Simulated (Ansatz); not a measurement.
Molecule: C$_{3}$H$_{10}$O$_{3}$Si, charge 0, multiplicity 1. 
Structure (B3LYP-D3(BJ)/def2-TZVP (Ansatz, an electronic-structure program) minimum search):
```xyz
17

Si    -0.0187    -0.1084    -0.2693
O     -0.3530     1.4862    -0.2867
C      0.3783     2.4604    -1.0151
O      1.4862    -0.3275     0.3154
C      2.1111    -1.5892     0.4947
O     -1.0818    -0.8616     0.7092
C     -2.4891    -0.8693     0.5251
H     -0.1143    -0.6607    -1.6410
H      0.4719     2.1842    -2.0702
H      1.3781     2.5895    -0.5942
H     -0.1596     3.4058    -0.9492
H      1.6274    -2.1510     1.2970
H      2.0797    -2.1852    -0.4230
H      3.1533    -1.4153     0.7611
H     -2.9202    -1.5653     1.2443
H     -2.9081     0.1249     0.6965
H     -2.7588    -1.1975    -0.4837
```

Total electronic energies in hartree. Valence correlation only, unless marked. Spin-orbit coupling is left out. No relativistic terms. CBS marks a two-point X^-3 extrapolation of the correlation energy; Hartree-Fock from the larger set. The bracket is a focal-point correction in the basis named.

```csv
level,program,energy (Eh)
HF/STO-3G,Ansatz,-625.23293
HF/aug-cc-pV(T+d)Z,Ansatz,-633.22938
SVWN5/def2-TZVPD,Ansatz,-631.87554
PBE0/6-31G*,Ansatz,-635.06246
LC-wPBE-D3(BJ)/def2-TZVPD,Ansatz + dftd3,-635.48726
"RI-MP2/CBS(cc-pV(T+d)Z,cc-pV(Q+d)Z)",Ansatz,-634.7757
SCS-MP2/6-31G,Ansatz,-633.48602
CCSD/cc-pwCVTZ,Ansatz,-634.64778
"RI-MP2/CBS(aug-cc-pV(T+d)Z,aug-cc-pV(Q+d)Z)+[CCSD(T)-MP2]/aug-cc-pV(T+d)Z",Ansatz,-634.8829
```

Totals of different functionals don't rank their quality; only differences between species are comparable.
